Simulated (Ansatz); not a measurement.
Cd₂F₂⁺. The state is a doublet with charge 1. Geometry r2SCAN-D4/def2-TZVP, basis def2-TZVP, Ansatz.

```
atom   x (Å)   y (Å)   z (Å)
 Cd1   1.215   0.894  -0.662
 Cd2  -1.214  -0.895   0.662
  F3  -0.526  -0.200  -1.235
  F4   0.525   0.201   1.235
```

```
run  HOMO (eV)  LUMO (eV)
  A     -11.33      -8.78
  B     -10.54      -9.88
  C     -10.73      -9.98
  D     -10.65     -10.12
  E     -11.01      -9.32
```

In the def2 sets Cd takes a core potential; there is no spin–orbit coupling. Another isomer (doublet) lies 0.33 eV lower at PBE0-D4/def2-TZVP; other spin states weren't run for this one.

HOMO and LUMO are taken over both spins.

The runs used B97M-V, BHLYP, PBE, PBE0, r2SCAN. Estimate which is which.

A BHLYP (50 % exact exchange); B B97M-V (0 % exact exchange); C r2SCAN (0 % exact exchange); D PBE (0 % exact exchange); E PBE0 (25 % exact exchange). Exact exchange lowers occupied and raises empty levels; among semilocal functionals meta-GGAs tend to open the gap a little, and such runs are hard to tell apart. The gap grows from 0.53 eV (PBE) to 2.55 eV (BHLYP).
